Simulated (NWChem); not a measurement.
System: SnH3Cl; SMILES [Cl][SnH3]

Results from NWChem. Medium grid unless said otherwise, to which SCAN and Minnesota functionals are sensitive. Geometry: optimised at PBE-D3(BJ)/def2-SVP. def2 effective core potentials on Sn; no spin-orbit coupling. Hybrids' shares of exact exchange are those that their runs print; pure functionals count as 0. The functionals differ in more than this share.

| row | share of exact exchange | orbital gap (eV) |
|---|---|---|
| PBE/def2-TZVP | 0.00 | 5.30 |
| B97-D/def2-TZVP | 0.00 | 5.31 |
| B3LYP/def2-TZVP | 0.20 | 6.98 |
| BHandHLYP/def2-TZVP | 0.50 | withheld |
| M05-2X/def2-TZVP | 0.56 | 9.82 |

Fit a straight line of the last column on the one before it, predict the withheld value, and compare with the run.


1. Means of the 4 shown rows: x = 0.190, y = 6.853. Slope Σ(x − x̄)(y − ȳ)/Σ(x − x̄)² = 1.687/0.2092 = 8.065; intercept 5.320.
2. The shown rows scatter about the line by 0.027 (root mean square); the largest residual is +0.05, at B3LYP/def2-TZVP.
3. At x = 0.50 (BHandHLYP/def2-TZVP; inside the shown range) the line gives 9.35.
4. The run gives 9.55, +0.20 from the line, 7.3 times the scatter.
